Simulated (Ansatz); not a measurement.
A nudged elastic band was laid between two geometries of BCl2F + FH (6 atoms, charge 0, multiplicity 1).

Level of theory: RKS r2SCAN/6-31G* (Ansatz 0.2.0).

```yaml
movable_images: 9
climbing_image: yes
spring: 5.0 eV/Å²
optimiser: quadratic models (default)
start_path: through a guess of the saddle point
force_threshold: 0.05 eV/Å
iteration_limit: 60
end_points: relaxed
```

First end point:

```xyz
6
Properties=species:S:1:pos:R:3
B 0.046 0.236 0.094
Cl 0.010 0.696 1.808
Cl 1.510 0.442 -0.845
F -1.092 -0.034 -0.507
F 0.322 -2.023 0.597
H 0.276 -1.981 1.534
```

Last end point:

```xyz
6
Properties=species:S:1:pos:R:3
B 0.114 -0.397 -0.572
Cl 0.069 0.002 2.641
Cl 1.515 0.540 -1.036
F -1.099 0.084 -0.736
F 0.265 -1.624 -0.102
H 0.208 -1.268 2.487
```

What changes between the two ends?

Bonds broken: B1–Cl2, F5–H6. Bonds formed: B1–F5, Cl2–H6. BCl2F + FH becomes BClF2 + ClH.

What energy profile does the band end with?

It converged. The highest image is number 4 of 0 to 10, 0.47 eV above the first end and 1.21 eV above the last; the last end lies 0.74 eV below the first. A vibrational analysis at the climbing image gives one clearly imaginary mode, 804i cm⁻¹: a first-order saddle point. The orbitals stay closed-shell, which can raise the energy where a bond breaks towards radicals; this wasn't checked here.

```json
{"image": "0", "path coordinate (Å)": "0.00", "energy (eV)": "0.00", "B1–Cl2 (Å)": "1.78", "F5–H6 (Å)": "0.94", "B1–F5 (Å)": "2.33"}
{"image": "1", "path coordinate (Å)": "0.27", "energy (eV)": "0.02", "B1–Cl2 (Å)": "1.79", "F5–H6 (Å)": "0.94", "B1–F5 (Å)": "2.15"}
{"image": "2", "path coordinate (Å)": "0.54", "energy (eV)": "0.12", "B1–Cl2 (Å)": "1.83", "F5–H6 (Å)": "0.96", "B1–F5 (Å)": "1.93"}
{"image": "3", "path coordinate (Å)": "0.81", "energy (eV)": "0.30", "B1–Cl2 (Å)": "1.91", "F5–H6 (Å)": "1.01", "B1–F5 (Å)": "1.72"}
{"image": "4", "path coordinate (Å)": "1.08", "energy (eV)": "0.47", "B1–Cl2 (Å)": "2.04", "F5–H6 (Å)": "1.16", "B1–F5 (Å)": "1.56"}
{"image": "5", "path coordinate (Å)": "1.36", "energy (eV)": "0.18", "B1–Cl2 (Å)": "2.21", "F5–H6 (Å)": "1.43", "B1–F5 (Å)": "1.43"}
{"image": "6", "path coordinate (Å)": "1.63", "energy (eV)": "-0.30", "B1–Cl2 (Å)": "2.47", "F5–H6 (Å)": "1.68", "B1–F5 (Å)": "1.36"}
{"image": "7", "path coordinate (Å)": "1.90", "energy (eV)": "-0.58", "B1–Cl2 (Å)": "2.75", "F5–H6 (Å)": "1.92", "B1–F5 (Å)": "1.34"}
{"image": "8", "path coordinate (Å)": "2.18", "energy (eV)": "-0.70", "B1–Cl2 (Å)": "2.99", "F5–H6 (Å)": "2.15", "B1–F5 (Å)": "1.33"}
{"image": "9", "path coordinate (Å)": "2.45", "energy (eV)": "-0.74", "B1–Cl2 (Å)": "3.15", "F5–H6 (Å)": "2.38", "B1–F5 (Å)": "1.33"}
{"image": "10", "path coordinate (Å)": "2.73", "energy (eV)": "-0.74", "B1–Cl2 (Å)": "3.24", "F5–H6 (Å)": "2.61", "B1–F5 (Å)": "1.32"}
```

What is the geometry of the highest image?


```xyz
6
Properties=species:S:1:pos:R:3:forces:R:3
B 0.095 -0.225 0.022 0.00 0.00 0.00
Cl 0.076 0.228 2.006 0.00 0.00 0.00
Cl 1.536 0.364 -0.809 0.00 0.00 0.00
F -1.106 -0.041 -0.499 0.00 0.00 0.00
F 0.255 -1.714 0.443 0.00 0.00 0.00
H 0.217 -1.276 1.517 0.00 0.00 0.00
```

What are the harmonic wavenumbers there?

804i, 191, 271, 316, 367, 477, 511, 704, 831, 1037, 1330, 1641 cm⁻¹.

The run took 17 min on 2 threads of Arm Neoverse V1 (shared host), peak memory 0.16 GiB.
